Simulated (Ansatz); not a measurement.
Frontier orbitals of CHBINO.

```xyz
6

I     0.929    2.357   -1.249
B     0.233    0.639   -0.299
N    -0.399    0.335    1.014
C    -0.345   -0.823    0.485
O     0.237   -0.699   -0.784
H    -0.653   -1.810    0.833
```

The species carries charge 0 and has multiplicity 1. Correlated methods include outer-core shells of I, which these sets cover unevenly. I takes the def2 core potential. The bonds changed during the relaxation, so this is another structure than the one it started from. The geometry is a stationary point of PBE0-D4/def2-TZVP. Basis def2-TZVPP, Ansatz 0.2.0.

Orbital energies of one run (eV). Highest occupied ones, from the top: -10.30, -10.60, -11.06, -11.16, -12.30, -15.27, -15.88, -15.96, -17.13, -20.72, -23.07, -28.20, -33.97, -55.68. Empty: -0.11, 1.89, 2.73, 2.88, 3.29, 3.59.

Which functional gave them?
A. r2SCAN
B. LC-ωPBE
C. B3LYP
D. ωB97M-V

D. HOMO energies: ωB97M-V -10.30, LC-ωPBE -10.77, B3LYP -7.90, r2SCAN -7.24 eV.

B3LYP here is the variant with VWN-RPA as its local correlation; programs differ in this. LC-ωPBE has ω = 0.4 bohr⁻¹.
